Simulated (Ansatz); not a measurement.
C2H5NSi can be A, `N#CC[SiH3]`, or B, `N=C=C[SiH3]`.

Gas-phase electronic energies from Ansatz, PBE0-D4/def2-TZVP geometries. CCSD(T)/CBS is the MP2 limit (def2-TZVPP, def2-QZVPP) plus CCSD(T) − MP2 in def2-TZVPP, frozen cores. DFT in def2-TZVPP. One conformer a species, not always the lowest.

(1) Which is lower in electronic energy at CCSD(T)/CBS, and by how much? (Estimate.)

(2) Give E(B) − E(A) in kcal/mol with LDA (SPW92), PBE-D4, CCSD/def2-TZVPP, HF/def2-TZVPP, ωB97M-V, BLYP-D4, B2PLYP. (Estimate.)

(3) Does the order hold for the free energy at 298.15 K (harmonic terms from PBE0-D4)? (An estimate is asked.)

Largest T1 diagnostic: 0.015.

Answers

(1) The calculation gave: A, by 20.9 kcal/mol.

(2) Ansatz gave: LDA (SPW92) 10.5, PBE-D4 13.5, CCSD/def2-TZVPP 22.8, HF/def2-TZVPP 23.1, ωB97M-V 18.8, BLYP-D4 14.6, B2PLYP 19.2. None reverses the order clearly.

(3) The calculation gave: Yes: G(B) − G(A) = +20.3 kcal/mol, for one conformer each.

Leaving LDA and LC-ωPBE aside and taking each functional with its dispersion term where it has one, the values, not all of them listed here, spread over 6.1 kcal/mol, from PBE-D4 to PBE-QIDH. LDA lies −3.1 kcal/mol from PBE without D4. From PBE to PBE0 (25 % exact exchange), in def2-TZVPP and without D4, E(B) − E(A) moves by +2.1 kcal/mol.
